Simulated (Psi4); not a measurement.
CH3S, doublet, at a GFN2-xTB geometry; CCSD(T)/6-31G** (Psi4 1.11).

Input for Psi4:
```
memory 2 GB

molecule mol {
0 2
  C     0.081337    1.122037   -0.125507
  S    -0.072916   -0.562038    0.133098
  H     0.801812   -0.957823   -0.794812
  H    -0.532767    1.739243    0.497872
  H     0.409589    1.478970   -1.079581
}

set basis 6-31g**
set reference uhf

energy('ccsd(t)')
print_variables()
```

Output, abridged:

```
   => Loading Basis Set <=

    Name: 6-31G**
    Role: ORBITAL
    Keyword: BASIS

         ---------------------------------------------------------
                                   SCF
               by Justin Turney, Rob Parrish, Andy Simmonett
                          and Daniel G. A. Smith
                              UHF Reference
         ---------------------------------------------------------

  ==> Geometry <==

    Molecular point group: c1
    Full point group: C1

    Geometry (in Angstrom), charge = 0, multiplicity = 2:

       Center              X                  Y                   Z               Mass
    ------------   -----------------  -----------------  -----------------  -----------------
         C            0.095621060131     1.169424412017    -0.154489372077    12.000000000000
         S           -0.058631939869    -0.514650587983     0.104115627923    31.972071174400
         H            0.816096060131    -0.910435587983    -0.823794372077     1.007825032230
         H           -0.518482939869     1.786630412017     0.468889627923     1.007825032230
         H            0.423873060131     1.526357412017    -1.108563372077     1.007825032230

  Running in c1 symmetry.

  Rotational constants: A =      4.81843  B =      0.52677  C =      0.47758 [cm^-1]
  Rotational constants: A = 144452.93968  B =  15792.30093  C =  14317.38363 [MHz]
  Nuclear repulsion =   51.067243488686351

  Charge       = 0
  Multiplicity = 2
  Electrons    = 25
  Nalpha       = 13
  Nbeta        = 12

  ==> Algorithm <==

  SCF Algorithm Type is PK.
  DIIS enabled.
  MOM disabled.
  Fractional occupation disabled.
  Guess Type is SAD.
  Energy threshold   = 1.00e-08
  Density threshold  = 1.00e-08
  Integral threshold = 1.00e-12

  ==> Primary Basis <==

  Basis Set: 6-31G**
    Blend: 6-31G**
    Number of shells: 23
    Number of basis functions: 49
    Number of Cartesian functions: 49
    Spherical Harmonics?: false
    Max angular momentum: 2

  ==> Integral Setup <==

  Using in-core PK algorithm.
   Calculation information:
      Number of atoms:                   5
      Number of AO shells:              23
      Number of primitives:             57
      Number of atomic orbitals:        49
      Number of basis functions:        49

      Integral cutoff                 1.00e-12
      Number of threads:                 1

  Performing in-core PK
  Using 1501850 doubles for integral storage.
  We computed 37824 shell quartets total.
  Whereas there are 38226 unique shell quartets.

  ==> DiskJK: Disk-Based J/K Matrices <==

    J tasked:                  Yes
    K tasked:                  Yes
    wK tasked:                  No
    Schwarz Cutoff:          1E-12

  Minimum eigenvalue in the overlap matrix is 1.3908452289E-02.
  Reciprocal condition number of the overlap matrix is 2.4607742646E-03.
    Using symmetric orthogonalization.

  ==> Pre-Iterations <==

  SCF Guess: Superposition of Atomic Densities via on-the-fly atomic UHF (no occupation information).

   -------------------------
    Irrep   Nso     Nmo
   -------------------------
     A         49      49
   -------------------------
    Total      49      49
   -------------------------

  ==> Iterations <==

                        Total Energy        Delta E     RMS |[F,P]|

   @UHF iter SAD:  -436.61408151569884   -4.36614e+02   0.00000e+00
   @UHF iter   1:  -437.02460224304809   -4.10521e-01   4.69909e-03 DIIS/ADIIS
   @UHF iter   2:  -437.06673915817225   -4.21369e-02   2.09323e-03 DIIS/ADIIS
   @UHF iter   3:  -437.07463821145251   -7.89905e-03   7.69448e-04 DIIS/ADIIS
   @UHF iter   4:  -437.07771957890219   -3.08137e-03   3.84550e-04 DIIS/ADIIS
   @UHF iter   5:  -437.07865748628285   -9.37907e-04   1.85095e-04 DIIS/ADIIS
   @UHF iter   6:  -437.07893840268679   -2.80916e-04   5.32586e-05 DIIS
   @UHF iter   7:  -437.07895399637584   -1.55937e-05   1.82545e-05 DIIS
   @UHF iter   8:  -437.07895553239950   -1.53602e-06   8.12010e-06 DIIS
   @UHF iter   9:  -437.07895591897443   -3.86575e-07   3.08295e-06 DIIS
   @UHF iter  10:  -437.07895597942348   -6.04491e-08   1.11326e-06 DIIS
   @UHF iter  11:  -437.07895598743664   -8.01316e-09   3.73693e-07 DIIS
   @UHF iter  12:  -437.07895598829595   -8.59302e-10   1.41553e-07 DIIS
   @UHF iter  13:  -437.07895598842322   -1.27272e-10   5.57062e-08 DIIS
   @UHF iter  14:  -437.07895598844573   -2.25100e-11   2.41168e-08 DIIS
   @UHF iter  15:  -437.07895598845096   -5.22959e-12   7.91843e-09 DIIS
  Energy and wave function converged.

  ==> Post-Iterations <==

   @Spin Contamination Metric:   1.361535837E-02
   @S^2 Expected:                7.500000000E-01
   @S^2 Observed:                7.636153584E-01
   @S   Expected:                5.000000000E-01
   @S   Observed:                5.000000000E-01

    Orbital Energies [Eh]
    ---------------------

    Alpha Occupied:

[...]
      13A     -0.311587

    Alpha Virtual:

[...]
    Beta Occupied:

[...]
    Beta Virtual:

[...]
      49A      4.716934

    Final Occupation by Irrep:
              A
    DOCC [    12 ]
    SOCC [     1 ]
    NA   [    13 ]
    NB   [    12 ]

  @UHF Final Energy:  -437.07895598845096

   => Energetics <=

    Nuclear Repulsion Energy =             51.0672434886863513
    One-Electron Energy =                -703.7836349771923778
    Two-Electron Energy =                 215.6374355000551191
    Total Energy =                       -437.0789559884509003

  UHF NO Occupations:
  HONO-2 :   11  A 1.9980953
  HONO-1 :   12  A 1.9970075
  HONO-0 :   13  A 1.0000000
  LUNO+0 :   14  A 0.0029925
  LUNO+1 :   15  A 0.0019047
  LUNO+2 :   16  A 0.0010192
  LUNO+3 :   17  A 0.0007848

Computation Completed

Properties will be evaluated at   0.000000,   0.000000,   0.000000 [a0]

Properties computed using the SCF density matrix

 Multipole Moments:

 ------------------------------------------------------------------------------------
[...]
     2        -0.295480057697313    2.283e-02    0.012138    0.000000    0.000000    0.000000
     3        -0.296980034815197    1.310e-02    0.014852    0.000000    0.000000    0.000000
     4        -0.296956710919355    6.569e-03    0.017286    0.000000    0.000000    0.000000
     5        -0.296981832961813    2.331e-03    0.018201    0.000000    0.000000    0.000000
     6        -0.296975589664771    6.073e-04    0.018340    0.000000    0.000000    0.000000
     7        -0.296975860553178    2.445e-04    0.018384    0.000000    0.000000    0.000000
     8        -0.296974661564456    8.858e-05    0.018399    0.000000    0.000000    0.000000
     9        -0.296973908284369    3.409e-05    0.018398    0.000000    0.000000    0.000000
    10        -0.296974286600512    1.727e-05    0.018399    0.000000    0.000000    0.000000
    11        -0.296974311634295    8.586e-06    0.018399    0.000000    0.000000    0.000000
    12        -0.296974381846089    3.260e-06    0.018399    0.000000    0.000000    0.000000
    13        -0.296974300755379    1.234e-06    0.018399    0.000000    0.000000    0.000000
    14        -0.296974270626584    4.600e-07    0.018399    0.000000    0.000000    0.000000
    15        -0.296974274019055    1.912e-07    0.018399    0.000000    0.000000    0.000000
    16        -0.296974278897300    7.254e-08    0.018399    0.000000    0.000000    0.000000

    Iterations converged.

    Largest TIA Amplitudes:
              9   0        -0.0083686672
              9   2         0.0070998835
              9  19         0.0070532382
             11  18         0.0069734376
             11   3         0.0067800898
              7   0        -0.0065769480
              6   1        -0.0062928600
             10  13        -0.0057561061
              9   1        -0.0054496101
              6   0        -0.0052924812

    Largest Tia Amplitudes:
             11   0         0.0759680343
             11  11         0.0233246755
             11   1        -0.0155519617
             10   0         0.0088164126
              9  20         0.0077373227
             10  19         0.0074015867
             11   7         0.0066475787
              8  15         0.0063465371
             10   2         0.0059635433
              8   1         0.0055797299

    Largest TIJAB Amplitudes:
     12   8  10   3        -0.0116205724
     12   9  10   2         0.0112007032
     11   9   8   0         0.0106394530
     12   9  10   8        -0.0097824782
     12   9  13   1        -0.0088185353
     12  11   7   6         0.0081456367
     12   9  10   1        -0.0080777112
     11   9   7   5        -0.0079849694
     11  10   6   5         0.0077811695
     12  11  13   1        -0.0077305294

    Largest Tijab Amplitudes:
     11   9   2   0         0.0178290053
     11  10   2   0         0.0162341487
     11  10   8   0         0.0132127608
     11   7   5   0         0.0124337840
     11   9   9   0         0.0123588647
     11  10  10   0         0.0117791300
     11  10   1   0         0.0117378335
     11  10   7   6        -0.0112397185
     10   9   9   1         0.0111640305
     11  10   8   7        -0.0109354757

    Largest TIjAb Amplitudes:
     11  10   0   1        -0.0331272024
     12  11   6   7         0.0287763888
      9   9   2   3        -0.0261323676
     10  10   0   1        -0.0260985498
      8   8   3   4        -0.0234061998
     12  11  12  13         0.0221814191
      9   9   0   1        -0.0215407962
     12  11  10   0        -0.0213713057
      9   9   1   2        -0.0204364235
     12  11  13   0        -0.0202412127

    SCF energy       (wfn)                    = -437.078955988450957
    Reference energy (file100)                = -437.078955988451185

    Opposite-spin MP2 correlation energy      =   -0.204180930748999
    Same-spin MP2 correlation energy          =   -0.060378006336462
    Singles MP2 correlation energy            =   -0.000000000000000
    MP2 correlation energy                    =   -0.264558937085461
      * MP2 total energy                      = -437.343514925536624

    Opposite-spin CCSD correlation energy     =   -0.238191565162252
    Same-spin CCSD correlation energy         =   -0.058782713735048
    Singles CCSD correlation energy           =   -0.000000000000000
    CCSD correlation energy                   =   -0.296974278897300
      * CCSD total energy                     = -437.375930267348508

            **************************
            *                        *
            *        CCTRIPLES       *
            *                        *
            **************************

    Wave function   =    CCSD_T
    Reference wfn   =      UHF

    Nuclear Rep. energy (wfn)                =   51.067243488686351
    SCF energy          (wfn)                = -437.078955988450957
    Reference energy    (file100)            = -437.078955988451185
    CCSD energy         (file100)            =   -0.296974278897300
    Total CCSD energy   (file100)            = -437.375930267348508

    Number of ijk index combinations:
    Spin Case AAA:                                 286
    Spin Case BBB:                                 220
    Spin Case AAB:                                 936
    Spin Case ABB:                                 858
    AAA (T) energy                             =   -0.000171557220962
    BBB (T) energy                             =   -0.000171216509423
    AAB (T) energy                             =   -0.004098717686432
    ABB (T) energy                             =   -0.003581130457167
    (T) energy                                   =   -0.008022621873984
      * CCSD(T) total energy                     = -437.383952889222485

  Variable Map:
  ----------------------------------------------------------------------------
[...]
  Array Variable Map:
  ----------------------------------------------------------------------------
[...]
[...]
```
